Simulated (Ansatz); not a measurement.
Cost and result up the ladder for the cluster Sr₂Se (3 atoms). The state is a singlet with charge 0. Geometry: r2SCAN-D4/def2-TZVP.

```xyz
3

Sr   -1.508   -2.270    0.446
Sr    1.564    2.247   -0.363
Se   -0.056    0.023   -0.083
```

Ansatz on 4 threads of Arm Neoverse V1 on a shared host. Times are rough, and most runs start from the orbitals of an earlier one. No level here is sound enough to serve as a yardstick. Binding counts from free atoms at the same level (Sr singlet, Se triplet; other spins of the atoms weren't run), without zero-point energy or a counterpoise term.

In the def2 sets Sr takes a core potential; there is no spin–orbit coupling. Correlated methods freeze 9 core orbitals; core or outer-core shells of Sr, Se are correlated, in sets that lack core-valence functions. Another isomer (singlet) lies 0.48 eV lower at PBE0-D4/def2-TZVP; other spin states weren't run for this one.

Correlated methods converge slowly with the basis.

| level | functions | binding energy per atom (eV) | remarks |
| --- | --- | --- | --- |
| r2SCAN-D4/def2-TZVP | 114 | 1.76 | restricted SCF unstable in HF |
| CCSD(T)/def2-TZVPP | 128 | 1.51 | flagged by the program, large T1 (0.022), restricted SCF unstable |
| r2SCAN0-D4/def2-TZVP | 114 | 1.63 | restricted SCF unstable in HF |
| r2SCANh-D4/def2-TZVP | 114 | 1.71 | restricted SCF unstable in HF |
| PBE-D4/def2-TZVP (with forces) | 114 | 1.75 | restricted SCF unstable in HF |
| PBE0-D4/def2-TZVP | 114 | 1.63 | restricted SCF unstable in HF |

Q: Estimate how long each takes.

A: PBE-D4/def2-TZVP (with forces) 1.4 s; PBE0-D4/def2-TZVP 1.6 s; r2SCAN-D4/def2-TZVP 3.1 s; r2SCAN0-D4/def2-TZVP 3.5 s; r2SCANh-D4/def2-TZVP 3.5 s; CCSD(T)/def2-TZVPP 45 s. On shared hardware such times vary by a factor of up to 3.
